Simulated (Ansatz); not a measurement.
The lowest singlet and triplet of C2H6Si (SMILES C[Si]C); geometries from B3LYP-D3(BJ)/def2-TZVP, each state relaxed from the structure named, with no frequency check.
Singlet (charge 0, multiplicity 1):
| atom | x (Å) | y (Å) | z (Å) |
|---|---|---|---|
| C | 1.4135 | -0.2476 | 0.4986 |
| Si | 0.0314 | 0.3329 | -0.6769 |
| C | -1.4549 | -0.1911 | 0.3935 |
| H | 1.4709 | -1.3407 | 0.3884 |
| H | 2.3955 | 0.1547 | 0.2478 |
| H | 1.1987 | -0.0541 | 1.5541 |
| H | -1.3123 | -1.1517 | 0.8979 |
| H | -2.4000 | -0.2027 | -0.1502 |
| H | -1.5439 | 0.5662 | 1.1865 |
Triplet (charge 0, multiplicity 3):
```xyz
9

C      1.6179     0.0292     0.4169
Si     0.0040    -0.1893    -0.5574
C     -1.6232     0.2237     0.3277
H      2.4727    -0.2406    -0.2038
H      1.7389     1.0688     0.7310
H      1.6223    -0.6125     1.3013
H     -1.7527    -0.4100     1.2085
H     -2.4688     0.0559    -0.3398
H     -1.6361     1.2713     0.6382
```

A positive gap puts the triplet lower; no zero-point energy. R- takes a restricted singlet. U- takes an unrestricted singlet (broken symmetry where lower, unprojected). The triplet is unrestricted in single-reference levels.

Correlated levels freeze the cores.

Programs: Ansatz (Gaussian orbitals). Each number belongs to the level named beside it.

**Question.** One of these levels gives -0.495 eV for the gap E(singlet) − E(triplet), adiabatic. Which one is it?
A. R-wB97M-V/def2-TZVPP
B. R-MP2/cc-pV(T+d)Z
C. U-HF/cc-pV(D+d)Z (spin-contaminated)
D. U-B2PLYP/def2-TZVPP

**Answer.** C, U-HF/cc-pV(D+d)Z (spin-contaminated). The others give -1.353 (R-wB97M-V/def2-TZVPP), -1.118 (U-B2PLYP/def2-TZVPP), -1.018 (R-MP2/cc-pV(T+d)Z)

Doubts at one or more of the structures used: a restricted determinant that unrestricted orbitals would lower (R-MP2/cc-pV(T+d)Z).

Ansatz is a first-principles code.
